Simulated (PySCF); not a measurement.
## Si3H8NF

The system: Si3H8NF, a small molecule; neutral, singlet. The structure, one conformer, was relaxed in the gas phase by PBE0-D3(BJ)/def2-SVP. No frequency run checks that it is a minimum.

SMILES: N[Si](F)([SiH3])[SiH3]

Coordinates in Å:
```
Si1     0.258    0.041    0.536
Si2    -0.534   -2.062   -0.125
Si3     1.026    1.432   -1.186
N4     -1.037    0.865    1.305
F5      1.542   -0.226    1.528
H6      0.593   -2.949   -0.543
H7     -1.478   -1.907   -1.275
H8     -1.267   -2.713    1.007
H9      0.019    1.479   -2.291
H10     1.212    2.821   -0.656
H11     2.329    0.951   -1.739
H12    -1.661    0.392    1.949
H13    -0.991    1.860    1.498
```

Shieldings: GIAO PBE0/pcSseg-1. Shifts are against computed references at the same level: H TMS (σ 31.27 ppm), Si TMS (σ 352.0 ppm). Core levels by delta-SCF with SCAN, pcX-2 on the ionised atom and pcseg-1 elsewhere, spin-free X2C (2p3/2 is the spin-free 2p value less a third of a first-order spin-orbit splitting); from the vacuum level, for chosen atoms.

(1) Give the NMR and core-level values of the distinct atoms.

(2) Which of Si1, Si2 holds its core electrons tightest, and by how much against the loosest?

(3) By CAM-B3LYP/def2-SVPD (TDDFT singlets, Tamm-Dancoff triplets, ionisation by delta-SCF), where does absorption start, and what does vertical ionisation take?

Answers

(1) 
| atoms | bonded to | σ (ppm) | δ (ppm) | core level (eV) |
| --- | --- | --- | --- | --- |
| Si1 | 1 F + 1 N + 2 Si | 338.8 | 13.2 | 2p3/2 107.29 |
| Si2 Si3 | 1 Si + 3 H | 460.1 | -108.1 | 2p3/2 106.53 |
| N4 | 1 Si + 2 H | 213.5 | - | 1s 404.94 |
| F5 | 1 Si | 308.1 | - | 1s 691.47 |
| H6 H7 H8 | 1 Si | 27.82 | 3.45 | - |
| H9 H10 H11 | 1 Si | 27.83 | 3.44 | - |
| H12 | 1 N | 29.46 | 1.81 | - |
| H13 | 1 N | 29.46 | 1.80 | - |

Values are those of this one static structure, with the three H of a rotating XH3 group averaged; atoms that internal rotation interchanges would show their mean in an NMR spectrum.

(2) Si1 (bonded to 1 F + 1 N + 2 Si), by 0.76 eV over Si2 (bonded to 1 Si + 3 H).

(3) The lowest singlet lies at 6.26 eV (f 0.141), the strongest of the first 6 at 7.71 eV (f 0.546), the lowest triplet at 5.41 eV; vertical ionisation takes 9.69 eV.

The 3 runs behind this took 3.7 min in all, one thread each of Arm Neoverse N1 on a shared host, launched as `OMP_NUM_THREADS=1 python cluster_run.py task.json out`.
